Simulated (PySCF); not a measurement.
`InChI=1S/C5H12O2Si/c1-4(2)8-7-5(3)6/h4H,8H2,1-3H3`

Geometry:
```json
{"atom": "C1", "x (Å)": "3.449", "y (Å)": "-0.705", "z (Å)": "0.498"}
{"atom": "C2", "x (Å)": "2.500", "y (Å)": "-0.325", "z (Å)": "-0.604"}
{"atom": "O3", "x (Å)": "2.787", "y (Å)": "-0.250", "z (Å)": "-1.768"}
{"atom": "O4", "x (Å)": "1.276", "y (Å)": "-0.069", "z (Å)": "-0.161"}
{"atom": "Si5", "x (Å)": "0.068", "y (Å)": "0.355", "z (Å)": "-1.226"}
{"atom": "C6", "x (Å)": "-1.433", "y (Å)": "0.571", "z (Å)": "-0.079"}
{"atom": "C7", "x (Å)": "-2.648", "y (Å)": "1.007", "z (Å)": "-0.891"}
{"atom": "C8", "x (Å)": "-1.752", "y (Å)": "-0.703", "z (Å)": "0.703"}
{"atom": "H9", "x (Å)": "3.562", "y (Å)": "0.139", "z (Å)": "1.175"}
{"atom": "H10", "x (Å)": "3.034", "y (Å)": "-1.537", "z (Å)": "1.061"}
{"atom": "H11", "x (Å)": "4.414", "y (Å)": "-0.976", "z (Å)": "0.081"}
{"atom": "H12", "x (Å)": "-0.118", "y (Å)": "-0.736", "z (Å)": "-2.179"}
{"atom": "H13", "x (Å)": "0.440", "y (Å)": "1.600", "z (Å)": "-1.892"}
{"atom": "H14", "x (Å)": "-1.220", "y (Å)": "1.362", "z (Å)": "0.648"}
{"atom": "H15", "x (Å)": "-2.445", "y (Å)": "1.930", "z (Å)": "-1.428"}
{"atom": "H16", "x (Å)": "-2.909", "y (Å)": "0.244", "z (Å)": "-1.621"}
{"atom": "H17", "x (Å)": "-3.509", "y (Å)": "1.167", "z (Å)": "-0.244"}
{"atom": "H18", "x (Å)": "-2.595", "y (Å)": "-0.539", "z (Å)": "1.373"}
{"atom": "H19", "x (Å)": "-0.896", "y (Å)": "-1.012", "z (Å)": "1.298"}
{"atom": "H20", "x (Å)": "-2.011", "y (Å)": "-1.513", "z (Å)": "0.024"}
```

Level of theory: GIAO B3LYP/pcSseg-1 magnetisability, rotational g tensor and spin-rotation constants, non-relativistic, gas phase (PySCF 2.14.0). Geometry: GFN2-xTB.

**Question.** What are the magnetisability and the molar susceptibility?

**Answer.** Isotropic -1384 × 10⁻³⁰ J/T², or -83.3 × 10⁻⁶ cm³/mol; principal values -1452, -1437, -1262 × 10⁻³⁰ J/T², anisotropy 183 × 10⁻³⁰ J/T² (root of half the summed squared differences of the principal values). The susceptibility is in cgs units.

**Question.** Split it along the inertial axes a, b, c into diamagnetic and paramagnetic parts about the centre of mass, with the quadrupole moment.

**Answer.** 
```csv
axis,χ (10⁻⁶ cm³/mol),diamagnetic (10⁻⁶ cm³/mol),paramagnetic (10⁻⁶ cm³/mol),summed x² of all electrons (Å²),quadrupole Θ (D Å)
a,-82.3,-458.2,375.9,347.5,+2.17
b,-81.8,-1590.8,1509.0,80.5,-3.16
c,-85.8,-1815.7,1729.9,27.5,+0.99
```
Anisotropies 2χaa − χbb − χcc = +3.0 and 2χbb − χaa − χcc = +4.6 × 10⁻⁶ cm³/mol. Θ is traceless in Buckingham's convention.

**Question.** And the rotational g tensor?

**Answer.** 
```tsv
axis	rotational constant (GHz)	g	nuclear part	electronic part
a	3.8698	-0.0403	0.6431	-0.6834
b	0.8399	-0.0077	0.5877	-0.5954
c	0.7301	-0.0062	0.5871	-0.5933
```
Asymmetric top; isotopes 12C, 1H, 16O, 28Si; no vibrational averaging.
